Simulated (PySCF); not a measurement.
BClH2S, SMILES SBCl.

Coordinates come from a B3LYP-D3(BJ)/def2-TZVP optimisation. Other conformers were not sampled.

Computed with TDA-CAM-B3LYP/def2-SVPD (PySCF 2.14.0).

Vertical excitations. Isolated molecule, no solvent. State labels are in the subgroup Cs.

```
state  symmetry  energy (eV)  λ (nm)      f                                                              main pairs
-----  --------  -----------  ------  -----  ----------------------------------------------------------------------
S1           A"         5.87     211  0.000                                                        HOMO−1→LUMO 99 %
S2           A'         6.36     195  0.252                                                          HOMO→LUMO 92 %
S3           A"         6.77     183  0.011                                                        HOMO→LUMO+1 74 %
S4           A"         7.43     167  0.000                                                        HOMO−2→LUMO 97 %
S5           A"         7.82     158  0.044  HOMO→LUMO+2 34 %, HOMO→LUMO+3 29 %, HOMO→LUMO+1 16 %, HOMO→LUMO+4 11 %
S6           A'         7.88     157  0.016                                                      HOMO−1→LUMO+1 79 %
S7           A'         8.15     152  0.051                                                        HOMO−3→LUMO 82 %
S8           A"         8.33     149  0.000                                                        HOMO−4→LUMO 84 %
S9           A"         8.44     147  0.001                     HOMO→LUMO+2 41 %, HOMO→LUMO+3 39 %, HOMO−4→LUMO 8 %
S10          A'         8.67     143  0.019              HOMO−1→LUMO+3 32 %, HOMO−1→LUMO+2 31 %, HOMO−2→LUMO+1 24 %
T1           A'         4.89     253      0                                                          HOMO→LUMO 97 %
T2           A"         5.48     226      0                                                        HOMO−1→LUMO 95 %
T3           A"         6.35     195      0                    HOMO→LUMO+1 65 %, HOMO→LUMO+4 14 %, HOMO→LUMO+3 11 %
T4           A'         6.83     181      0                                                        HOMO−3→LUMO 97 %
```
Triplets are in the Tamm–Dancoff approximation.
